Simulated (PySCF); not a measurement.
A PySCF script (with the pyscf-properties extension) for the NMR shieldings of SMILES [F][Al-]1([Cl])[Cl+][AlH2-][Cl+]1, Al$_{2}$Cl$_{3}$FH$_{2}$, on a GFN2-xTB geometry:

```python
import basis_set_exchange as bse
import numpy as np
from pyscf import gto, dft
from pyscf.prop import nmr

atoms = """
F    -2.197045   -0.437955   -1.363206
Al   -1.438270    0.465635   -0.211324
Cl   -2.227975    2.001110    0.826096
Cl    0.533269    0.952570   -1.113429
Al    1.486593   -0.509535    0.184931
Cl   -0.427375   -1.034698    1.077644
H     2.299749    0.265467    1.241770
H     1.980111   -1.693183   -0.667048
"""
names = dict.fromkeys(["F", "Al", "Cl", "H"], "pcSseg-1")
basis = {el: gto.basis.parse(bse.get_basis(n, elements=[el], fmt="nwchem")) for el, n in names.items()}
mol = gto.M(atom=atoms, basis=basis, charge=0, verbose=0)
mf = dft.RKS(mol, xc="PBE0")
mf.grids.level = 2
mf.grids.alignment = dft.numint.BLKSIZE   # the property module wants whole blocks of grid points
mf.conv_tol = 1e-9
mf.kernel()

calc = nmr.RKS(mf)   # GIAO
C = mf.mo_coeff
Co = C[:, mf.mo_occ > 0]
resp = mf.gen_response(singlet=True, hermi=2)
def vind(x):   # induced exchange potential for any number of trial vectors
    d = np.einsum("pi,xij,qj->xpq", C, 2 * x.reshape(-1, C.shape[1], Co.shape[1]), Co, optimize=True)
    return np.einsum("xpq,pi,qj->xij", resp(d - d.transpose(0, 2, 1)), C, Co, optimize=True).ravel()
mo1, _ = nmr.rhf.solve_mo1(calc, with_cphf=vind)
sigma = calc.kernel(mo1)
for i, s in enumerate(sigma):   # ppm
    print("%2d %-2s %9.2f" % (i, mol.atom_pure_symbol(i), np.trace(s) / 3))
```

Question: What are the results?

Answer: 
```
 0 F     322.84
 1 Al    479.27
 2 Cl    962.16
 3 Cl    895.99
 4 Al    416.99
 5 Cl    896.11
 6 H      27.24
 7 H      27.25
```

These numbers come from an equivalent density-fitted implementation of the same equations, which agrees with the script to about 0.01 ppm for H and up to a few tenths of a ppm for heavy atoms, so last digits may differ.

Size and cost of the density-fitted run: 147 basis functions, 28 s wall time on 1 thread of an Arm Neoverse N1, shared host; peak memory 0.7 GiB.
